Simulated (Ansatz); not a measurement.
`CN(C)c1ccc(-c2ccc(-c3ccc(-c4ccc(-c5ccc(-c6ccc(C#N)cc6)cc5)cc4)cc3)cc2)cc1`, relaxed as a singlet with RKS r2SCAN-D4/def2-SVP in Ansatz, starting from the GFN2-xTB geometry. Force threshold 0.03 eV/Å.

Single mean-field runs in def2-SVP are fitted with def2-universal-jkfit.

Start:

```xyz
71

C   -10.246    0.940    7.699
N    -9.754    1.991    6.840
C   -10.650    3.077    6.529
C    -8.650    1.763    6.051
C    -8.303    2.621    4.998
C    -7.181    2.394    4.231
C    -6.335    1.316    4.478
C    -5.144    1.078    3.653
C    -3.923    0.744    4.235
C    -2.802    0.532    3.457
C    -2.875    0.614    2.069
C    -1.685    0.372    1.239
C    -0.494    1.049    1.487
C     0.617    0.835    0.695
C     0.579   -0.091   -0.343
C     1.762   -0.334   -1.182
C     2.457    0.727   -1.757
C     3.554    0.495   -2.562
C     4.009   -0.802   -2.789
C     5.195   -1.045   -3.623
C     5.378   -0.361   -4.823
C     6.491   -0.589   -5.606
C     7.466   -1.505   -5.212
C     8.649   -1.750   -6.042
C     9.202   -3.029   -6.137
C    10.313   -3.265   -6.917
C    10.897   -2.217   -7.629
C    12.037   -2.446   -8.430
N    12.963   -2.627   -9.082
C    10.354   -0.934   -7.545
C     9.244   -0.710   -6.759
C     7.284   -2.186   -4.009
C     6.167   -1.963   -3.231
C     3.320   -1.862   -2.203
C     2.206   -1.632   -1.422
C    -0.606   -0.784   -0.580
C    -1.727   -0.542    0.189
C    -4.098    0.929    1.483
C    -5.211    1.171    2.264
C    -6.667    0.469    5.533
C    -7.798    0.675    6.292
H   -11.176    1.257    8.165
H    -9.530    0.728    8.497
H   -10.437    0.014    7.146
H   -11.415    3.146    7.300
H   -10.103    4.022    6.517
H   -11.148    2.948    5.559
H    -8.917    3.475    4.762
H    -6.942    3.084    3.433
H    -3.850    0.672    5.311
H    -1.860    0.280    3.923
H    -0.453    1.765    2.296
H     1.533    1.372    0.895
H     2.116    1.738   -1.586
H     4.082    1.328   -3.002
H     4.626    0.340   -5.157
H     6.595   -0.070   -6.548
H     8.742   -3.850   -5.608
H    10.733   -4.258   -6.989
H    10.807   -0.125   -8.099
H     8.842    0.288   -6.682
H     8.041   -2.878   -3.667
H     6.055   -2.490   -2.294
H     3.652   -2.875   -2.379
H     1.681   -2.463   -0.973
H    -0.650   -1.500   -1.388
H    -2.644   -1.078   -0.008
H    -4.168    1.003    0.407
H    -6.153    1.418    1.795
H    -6.040   -0.386    5.746
H    -8.015   -0.022    7.085
```

Question: Estimate the energy that the relaxation releases and the steps that it takes.

Answer: 41.5 kJ/mol, in 24 steps; 4.4 min on 2 threads of AMD EPYC 7R13 on a shared host and a share (18 GiB) of an NVIDIA H100 80GB HBM3. The force fell under the threshold at step 15, but the optimiser went on and released 0.007 eV more. No frequencies were taken in this run, so the end may be a saddle point.

Question: Does the start keep its bonding and symmetry?

Answer: By distances, no bond broke or formed. The bond that changes most is C28–N29, from 1.15 to 1.17 Å (atoms count from 1).

Question: Predict the relaxed structure.

Answer: 
```xyz
71

C    -9.910    1.589    8.264
N    -9.911    1.972    6.871
C   -11.083    2.581    6.286
C    -8.791    1.754    6.099
C    -8.747    2.143    4.736
C    -7.613    1.915    3.964
C    -6.460    1.299    4.489
C    -5.262    1.063    3.661
C    -3.968    1.081    4.218
C    -2.838    0.856    3.437
C    -2.942    0.602    2.056
C    -1.743    0.362    1.226
C    -0.521    1.007    1.501
C     0.608    0.782    0.718
C     0.572   -0.104   -0.376
C     1.770   -0.345   -1.206
C     2.708    0.677   -1.452
C     3.834    0.450   -2.239
C     4.080   -0.811   -2.814
C     5.275   -1.053   -3.649
C     5.810   -0.039   -4.468
C     6.935   -0.266   -5.256
C     7.576   -1.520   -5.265
C     8.767   -1.763   -6.104
C     9.003   -3.028   -6.681
C    10.121   -3.263   -7.473
C    11.046   -2.228   -7.713
C    12.198   -2.463   -8.526
N    13.138   -2.654   -9.189
C    10.824   -0.959   -7.143
C     9.701   -0.737   -6.353
C     7.042   -2.535   -4.448
C     5.919   -2.305   -3.657
C     3.145   -1.835   -2.566
C     2.017   -1.607   -1.783
C    -0.648   -0.750   -0.651
C    -1.778   -0.522    0.130
C    -4.234    0.585    1.496
C    -5.364    0.810    2.278
C    -6.509    0.919    5.844
C    -7.634    1.132    6.632
H   -10.870    1.867    8.717
H    -9.108    2.097    8.833
H    -9.775    0.499    8.399
H   -11.876    2.639    7.041
H   -10.884    3.607    5.923
H   -11.470    1.995    5.432
H    -9.601    2.641    4.275
H    -7.614    2.257    2.925
H    -3.845    1.293    5.284
H    -1.852    0.860    3.911
H    -0.462    1.714    2.334
H     1.543    1.288    0.972
H     2.539    1.673   -1.035
H     4.549    1.263   -2.396
H     5.311    0.933   -4.516
H     7.299    0.532   -5.909
H     8.279   -3.833   -6.528
H    10.285   -4.246   -7.922
H    11.545   -0.156   -7.318
H     9.557    0.245   -5.895
H     7.539   -3.508   -4.400
H     5.555   -3.102   -3.002
H     3.296   -2.822   -3.011
H     1.320   -2.428   -1.598
H    -0.717   -1.431   -1.504
H    -2.705   -1.054   -0.103
H    -4.354    0.410    0.423
H    -6.352    0.769    1.810
H    -5.650    0.409    6.291
H    -7.617    0.798    7.671
```
Bond lengths: 42 × C–C 1.39 to 1.48 Å; 4 × C–N 1.17 to 1.44 Å; 30 × C–H 1.09 to 1.11 Å.
